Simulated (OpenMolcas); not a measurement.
Tm2+ with its 8 nearest fluoride ions, on the Ba site of BaF2 (a = 6.2001 Å, distance in the model lattice 2.685 Å). The rest of the host is ab initio model potentials to 7.6 Å and point charges beyond; the distance is set by hand and nothing relaxes. Ligand basis ANO-RCC-VDZP.

```
Program             : OpenMolcas 26.06
Method              : SS-CASPT2, IPEA 0.25 Eh, imaginary shift 0.1 Eh (closed shells correlated: 5s 5p and the ligand valence shells)
Basis               : ANO-RCC-VDZP [7s6p4d2f1g]
Scalar Hamiltonian  : DKH2, point nucleus
Active space        : 13 electrons in 7 orbitals (4f)
State averaging     : 2S+1 = 2 odd, 7 roots
Spin-orbit coupling : state interaction with AMFI integrals over the reference wave functions
```

All ligands move together. At R = 2.545 Å the width of the lowest J multiplet is 298 cm-1, and at R = 2.685 Å it is 209 cm-1.

A third run gives 374 cm-1. What distance was it run at?

With a power law R^-n the two known points give n = -ln(209 / 298) / ln(2.685 / 2.545) = 6.62. Then R = 2.545 × (298 / 374)^(1/6.62) = 2.459 Å. The run was at 2.47 Å, so the estimate is off by -0.011 Å.

Roots that are degenerate in the reference are averaged as groups; the widest CASPT2 spread within a group is 32 cm-1 (the 3-fold group of multiplicity 2 near 296 cm-1 above the lowest state of its run, R = 2.685). Shifts and gaps below about the spread of the groups concerned are not significant. Over all roots computed the reference weight is 0.64 in R = 2.47, 0.64 in R = 2.545, 0.64 in R = 2.685; a low but even weight reflects the number of correlated electrons. Splittings of an f shell from a small cluster at a set distance can be off by tens of per cent, mostly too small. No measured value stands beside these numbers; the geometry was set by hand and not optimised.
